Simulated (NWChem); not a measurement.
System meant: SiBiH₅; SMILES [SiH3][BiH2]

Here is an NWChem input.

```
start job
memory heap 200 mb stack 900 mb global 1100 mb
geometry units angstroms noautoz
  Bi     0.016729     0.468061     0.007922
  H     -1.252282     0.451119    -1.264758
  H     -1.252370     0.442262     1.280442
  Si     0.019841    -2.206714     0.001380
  H     -1.358781    -2.780967    -0.020800
  H      0.729674    -2.697507     1.223421
  H      0.766388    -2.692850    -1.200513
end
basis spherical
  * library def2-svp
end
dft
  xc pbe0
  iterations 150
  mulliken
end
task dft energy
```

End of the output:

```
          Convergence Information
          -----------------------
          Convergence aids based upon iterative change in
          total energy or number of iterations.
          Levelshifting, if invoked, occurs when the
          HOMO/LUMO gap drops below (HL_TOL):  1.00D-02
          DIIS, if invoked, will attempt to extrapolate
          using up to (NFOCK): 10 stored Fock matrices.

                    Damping( 0%)  Levelshifting(0.5)       DIIS
                  --------------- ------------------- ---------------
          dE  on:    start            ASAP                start
          dE off:    2 iters        150 iters           150 iters

      Screening Tolerance Information
      -------------------------------
          Density screening/tol_rho:  1.00D-10
          AO Gaussian exp screening on grid/accAOfunc:  14
          CD Gaussian exp screening on grid/accCDfunc:  20
          XC Gaussian exp screening on grid/accXCfunc:  20
          Schwarz screening/accCoul:  1.00D-08

      Superposition of Atomic Density Guess
      -------------------------------------

      charge =      83.0 Bi (Bismuth)

      symmetry species            s     p     d     f
      number of basis functions =10     7     6     0
      number of cont. functions = 4     4     2     0
      number of closed shells   = 6     4     3     1
      number of open shells     = 0     1     0     0
      open shell occupation     = 0     3     0     0
 ------------------------------------------------------------------------
 atomscf:atomd: error in atom scf                   0
 ------------------------------------------------------------------------
 ------------------------------------------------------------------------
  current input line :
    20: task dft energy
 ------------------------------------------------------------------------
 ------------------------------------------------------------------------
 This error has not yet been assigned to a category
 ------------------------------------------------------------------------
 For more information see the NWChem manual at https://nwchemgit.github.io

0:atomscf:atomd: error in atom scf:Received an Error in Communication
```

**Question.** Find the fault in this run and fix the input.

**Answer.** The run crashed. Cause: the def2 basis of a heavy element holds valence functions alone and wants its effective core potential (without it all electrons must fit into that basis). This input runs:
```
start job
memory heap 200 mb stack 900 mb global 1100 mb
geometry units angstroms noautoz
  Bi     0.016729     0.468061     0.007922
  H     -1.252282     0.451119    -1.264758
  H     -1.252370     0.442262     1.280442
  Si     0.019841    -2.206714     0.001380
  H     -1.358781    -2.780967    -0.020800
  H      0.729674    -2.697507     1.223421
  H      0.766388    -2.692850    -1.200513
end
basis spherical
  * library def2-svp
end
ecp
  Bi library def2-ecp
end
dft
  xc pbe0
  iterations 150
  mulliken
end
task dft energy
```
It converges to -506.88376 Ha (PBE0/def2-SVP with def2 effective core potentials on Bi).
